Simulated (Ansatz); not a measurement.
Stepwise reaction of `[OH][W]([OH])([OH])([Cl])([Cl])[Cl]` with hydrogen chloride, as a gas-phase model of exchange steps in deposition or etching. ΔE in kJ/mol; ΔG adds harmonic PBE0-D4 terms to CCSD(T)/CBS, at 1 bar.

Gas-phase electronic energies from Ansatz, PBE0-D4/def2-TZVP geometries. CBS: MP2 limit from def2 TZ/QZ plus the TZ coupled-cluster correction, frozen cores. This one scheme is used for every species. Functionals use def2-TZVPP. B3LYP here is the variant with VWN-RPA as its local correlation; programs differ in this. def2 core potentials past Kr. For W outer-core shells are correlated without core-valence functions, which leaves a few kJ/mol of doubt a bond. Each species was taken in one conformer, which may not be the lowest.

| step | reaction | PBE-D4 | B3LYP-D4 | ωB97M-V | CCSD(T)/CBS | ΔG(600 K) |
| --- | --- | --- | --- | --- | --- | --- |
| 1 | `[OH][W]([OH])([OH])([Cl])([Cl])[Cl]` + HCl → `[OH][W]([OH])([Cl])([Cl])([Cl])[Cl]` + H₂O | -2.5 | 2.2 | 10.4 | 1.3 | 8.5 |
| 2 | `[OH][W]([OH])([Cl])([Cl])([Cl])[Cl]` + HCl → `[OH][W]([Cl])([Cl])([Cl])([Cl])[Cl]` + H₂O | 12.6 | 19.0 | 26.3 | 17.6 | 15.4 |
| 3 | `[OH][W]([Cl])([Cl])([Cl])([Cl])[Cl]` + HCl → `[Cl][W]([Cl])([Cl])([Cl])([Cl])[Cl]` + H₂O | -2.0 | 4.5 | 15.0 | 4.1 | 27.1 |

(1) By hand: ΔE of the 3 steps together at CCSD(T)/CBS.

Answers

(1) (1.3) + (17.6) + (4.1) = 23.0 kJ/mol, or 7.7 kJ/mol a step.

In ΔE step 1 is the lowest and step 2 the highest. ΔG lies between 8.5 and 27.1 kJ/mol a step. PBE-D4 differs from CCSD(T)/CBS by -6.1 to -3.8 kJ/mol a step. Isolated molecules leave out the surface, adducts and barriers. Largest T1 diagnostic: 0.024.
